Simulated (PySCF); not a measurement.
**Relaxation of singlet ScI₂⁺**

Level of theory: PySCF, PBE0, basis Sc def2-SVP, I def2-SVP with ECP28 (scalar-relativistic core potentials, no spin–orbit coupling, density fitting). A (50,194) grid was used.

A hand-made bent start, of C2v symmetry, held to at least that symmetry:

```xyz
3
charge 1 multiplicity 1, angstrom
Sc    0.0000    0.0000   -1.3418
I     2.2558    0.0000    0.2377
I    -2.2558    0.0000    0.2377
```

Optimiser trace:
| step | E − E(last) (kJ/mol) | largest gradient (Eh/bohr) |
| --- | --- | --- |
| 0 | 46.41 | 0.04632 |
| 1 | 11.95 | 0.02521 |
| 2 | 1.51 | 0.01055 |
| 3 | 0.12 | 0.00152 |
| 4 | 0.05 | 0.00043 |
| 5 | 0.02 | 0.00062 |
| 6 | 0.00 | 0.00041 |
| 7 | 0.00 | 0.00010 |

It ends at C2v with Sc–I 2.543 Å (×2); I–Sc–I 113.5°. No frequency check is given, so it may be a saddle point. Other isomers or separated fragments may lie lower.
